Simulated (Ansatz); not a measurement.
Species: CdCl (charge 0, doublet). The spin state was set by rule; other spins were not relaxed. 
Coordinates optimised at B3LYP-D3(BJ)/def2-TZVP (Ansatz, a program for electronic structure):
```
Cd
Cl 1 2.3992
```
Charge 0, spin multiplicity 2.

Dipole moments at this geometry, in debye (magnitudes).

```
level                 program  dipole (D)
--------------------  -------  ----------
SVWN5/def2-TZVPD       Ansatz        3.36
PBE/def2-TZVPD         Ansatz        3.43
BLYP/def2-TZVPD        Ansatz        3.37
revPBE/def2-TZVPD      Ansatz        3.48
r2SCAN/def2-TZVPD      Ansatz        3.65
B97M-V/def2-TZVPD      Ansatz        3.81
B3LYP/def2-TZVPD       Ansatz        3.69
r2SCANh/def2-TZVPD     Ansatz        3.76
HSE06/def2-TZVPD       Ansatz        3.79
CAM-B3LYP/def2-TZVPD   Ansatz        3.90
LC-wPBE/def2-TZVPD     Ansatz        4.06
wB97X-V/def2-TZVPD     Ansatz        4.02
CCSD(T)/def2-SVPD      Ansatz        3.95
```
